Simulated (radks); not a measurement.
Effect of the nuclear size on neutral gadolinium, [Xe] 4f7 5d1 6s2. Calculated with a radial shooting solver on a logarithmic mesh with Libxc functionals: Dirac Kohn-Sham, relativistic LDA (MacDonald-Vosko exchange, VWN5 correlation), spin-unpolarised, spherical densities, finite nucleus; open shells are shared between the two j in proportion to 2j + 1; Fermi nuclear charge, rms radius 5.1569 fm. The rms radius is varied about that value; shifts are against it.

| rms radius (fm) | total energy shift (eV) | density at nucleus (e/bohr^3) | 1s1/2 shift (meV) | 2s1/2 shift (meV) | 5p1/2 shift (meV) | 6s1/2 shift (meV) | 5d5/2 shift (meV) | 6p1/2 (empty) shift (meV) |
|---|---|---|---|---|---|---|---|---|
| 4.1771 | -7.22 | 6.545e+05 | -2960 | -381 | 0.376 | -0.172 | 0.241 | 0.105 |
| 4.8733 | -2.21 | 6.293e+05 | -904 | -116 | 0.115 | -0.052 | 0.074 | 0.032 |
| 5.1569 | 0 | 6.203e+05 | 0.000 | 0.000 | 0.000 | 0.000 | 0.000 | 0.000 |
| 5.389 | 1.87 | 6.134e+05 | 768 | 99.0 | -0.098 | 0.045 | -0.063 | -0.027 |
| 5.8789 | 6.03 | 5.999e+05 | 2470 | 318 | -0.314 | 0.143 | -0.201 | -0.088 |

Slopes of the eigenvalues against <r^2> in GHz/fm^2, as finite differences over the two radii next to the reference (eigenvalue slopes, not the field-shift constants of lines): 1s1/2 76400, 2s1/2 9840, 5p1/2 -9.70, 6s1/2 4.43, 5d5/2 -6.23, 6p1/2 (empty) -2.71.
